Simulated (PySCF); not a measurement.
B(CCH)(Me)2 (C₄H₇B), SMILES C#CB(C)C. Atoms are numbered in the order given.

```xyz
12

B      0.0000     0.0000     0.4015
C      0.0000     0.0000    -1.1305
C      0.0000     0.0000    -2.3505
H      0.0000     0.0000    -3.4250
C      0.0125    -1.3710     1.1730
H      0.4373    -1.2976     2.1869
H     -1.0525    -1.6543     1.3028
H      0.4873    -2.1980     0.6241
C     -0.0125     1.3710     1.1730
H     -0.4373     1.2976     2.1869
H      1.0525     1.6543     1.3028
H     -0.4873     2.1980     0.6241
```
Charge 0, spin multiplicity 1.

Geometry: B3LYP-D3(BJ)/def2-SVP.

These are B3LYP-D3(BJ)/def2-SVP (PySCF) values and carry that method's errors.

Frequencies are harmonic and unscaled.

Problem. List the normal modes with their intensities. (Estimate from the structure and the level; the computed values follow.)

Solution. 
```json
[
 {"mode": "1", "ν (cm⁻¹)": "76", "IR (km/mol)": "0.5", "moving atoms (share of kinetic energy)": "H 96 %"},
 {"mode": "2", "ν (cm⁻¹)": "120", "IR (km/mol)": "0.7", "moving atoms (share of kinetic energy)": "H 96 %"},
 {"mode": "3", "ν (cm⁻¹)": "160", "IR (km/mol)": "0.8", "moving atoms (share of kinetic energy)": "C 66 %, H 27 %"},
 {"mode": "4", "ν (cm⁻¹)": "210", "IR (km/mol)": "4.5", "moving atoms (share of kinetic energy)": "C 60 %, H 27 %, B 14 %"},
 {"mode": "5", "ν (cm⁻¹)": "307", "IR (km/mol)": "0.0", "moving atoms (share of kinetic energy)": "C 53 %, H 42 %"},
 {"mode": "6", "ν (cm⁻¹)": "427", "IR (km/mol)": "0.8", "moving atoms (share of kinetic energy)": "H 45 %, C 30 %, B 25 %"},
 {"mode": "7", "ν (cm⁻¹)": "505", "IR (km/mol)": "8.1", "moving atoms (share of kinetic energy)": "C 73 %, H 21 %"},
 {"mode": "8", "ν (cm⁻¹)": "615", "IR (km/mol)": "0.1", "moving atoms (share of kinetic energy)": "C 55 %, H 45 %"},
 {"mode": "9", "ν (cm⁻¹)": "671", "IR (km/mol)": "43.1", "moving atoms (share of kinetic energy)": "H 74 %, C 26 %"},
 {"mode": "10", "ν (cm⁻¹)": "688", "IR (km/mol)": "5.3", "moving atoms (share of kinetic energy)": "H 57 %, C 41 %"},
 {"mode": "11", "ν (cm⁻¹)": "789", "IR (km/mol)": "23.7", "moving atoms (share of kinetic energy)": "H 74 %, C 26 %"},
 {"mode": "12", "ν (cm⁻¹)": "845", "IR (km/mol)": "1.4", "moving atoms (share of kinetic energy)": "H 72 %, C 25 %"},
 {"mode": "13", "ν (cm⁻¹)": "855", "IR (km/mol)": "3.6", "moving atoms (share of kinetic energy)": "H 58 %, C 34 %"},
 {"mode": "14", "ν (cm⁻¹)": "906", "IR (km/mol)": "39.7", "moving atoms (share of kinetic energy)": "H 39 %, B 38 %, C 23 %"},
 {"mode": "15", "ν (cm⁻¹)": "1144", "IR (km/mol)": "57.0", "moving atoms (share of kinetic energy)": "B 57 %, H 35 %"},
 {"mode": "16", "ν (cm⁻¹)": "1177", "IR (km/mol)": "150.6", "moving atoms (share of kinetic energy)": "B 59 %, H 26 %, C 15 %"},
 {"mode": "17", "ν (cm⁻¹)": "1308", "IR (km/mol)": "45.4", "moving atoms (share of kinetic energy)": "H 72 %, C 24 %"},
 {"mode": "18", "ν (cm⁻¹)": "1320", "IR (km/mol)": "107.2", "moving atoms (share of kinetic energy)": "H 60 %, C 29 %, B 11 %"},
 {"mode": "19", "ν (cm⁻¹)": "1415", "IR (km/mol)": "0.4", "moving atoms (share of kinetic energy)": "H 96 %"},
 {"mode": "20", "ν (cm⁻¹)": "1417", "IR (km/mol)": "0.7", "moving atoms (share of kinetic energy)": "H 95 %"},
 {"mode": "21", "ν (cm⁻¹)": "1445", "IR (km/mol)": "0.6", "moving atoms (share of kinetic energy)": "H 93 %"},
 {"mode": "22", "ν (cm⁻¹)": "1448", "IR (km/mol)": "6.4", "moving atoms (share of kinetic energy)": "H 92 %"},
 {"mode": "23", "ν (cm⁻¹)": "2152", "IR (km/mol)": "64.0", "moving atoms (share of kinetic energy)": "C 90 %, H 9 %"},
 {"mode": "24", "ν (cm⁻¹)": "2997", "IR (km/mol)": "1.9", "moving atoms (share of kinetic energy)": "H 96 %"},
 {"mode": "25", "ν (cm⁻¹)": "2999", "IR (km/mol)": "0.0", "moving atoms (share of kinetic energy)": "H 96 %"},
 {"mode": "26", "ν (cm⁻¹)": "3078", "IR (km/mol)": "11.3", "moving atoms (share of kinetic energy)": "H 92 %"},
 {"mode": "27", "ν (cm⁻¹)": "3078", "IR (km/mol)": "16.9", "moving atoms (share of kinetic energy)": "H 92 %"},
 {"mode": "28", "ν (cm⁻¹)": "3129", "IR (km/mol)": "9.5", "moving atoms (share of kinetic energy)": "H 90 %, C 10 %"},
 {"mode": "29", "ν (cm⁻¹)": "3130", "IR (km/mol)": "19.5", "moving atoms (share of kinetic energy)": "H 91 %, C 9 %"},
 {"mode": "30", "ν (cm⁻¹)": "3459", "IR (km/mol)": "43.9", "moving atoms (share of kinetic energy)": "H 86 %, C 14 %"}
]
```
